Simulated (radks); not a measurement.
Values are calculated unless marked as measured or tabulated.
Excited configurations of W3+: one electron is placed in a higher orbital outside [Xe] 4f14 5d2. The ground configuration is [Xe] 4f14 5d3. Code: a radial shooting solver on a logarithmic mesh with Libxc functionals. Model: Dirac Kohn-Sham, PBEsol, spin-unpolarised, spherical densities, point nucleus; open shells are shared between the two j in proportion to 2j + 1. Excitation = E - E(ground); binding = E(ion) - E, where the ion is the core of charge +4; n* = 4/sqrt(2 binding) in atomic units, and the quantum defect is n - n*.

outer orbital,excitation (eV),binding (eV),n*,quantum defect
5f,22.672,14.531,3.871,1.129
6s,3.339,33.864,2.535,3.465
6d,20.296,16.907,3.588,2.412
6f,27.589,9.615,4.758,1.242
7s,20.027,17.176,3.560,3.440
7f,30.505,6.698,5.701,1.299

The Delta-SCF ionisation energy is 37.203 eV (NIST Atomic Spectra Database: 38.2 eV, semi-empirical). Self-interaction in the functional shifts the binding energies and quantum defects, so they are the method's values and not measured ones. Spin polarisation and multiplet splitting are left out, so open shells lie too high by an amount that depends on their filling. Sharing an open shell by 2j + 1 raises it above the true ground level by a part of the spin-orbit splitting, which enters the differences from NIST.

Beside tabulated values, note that spin-unpolarised runs miss the spin-polarisation part of the exchange energy of open shells.
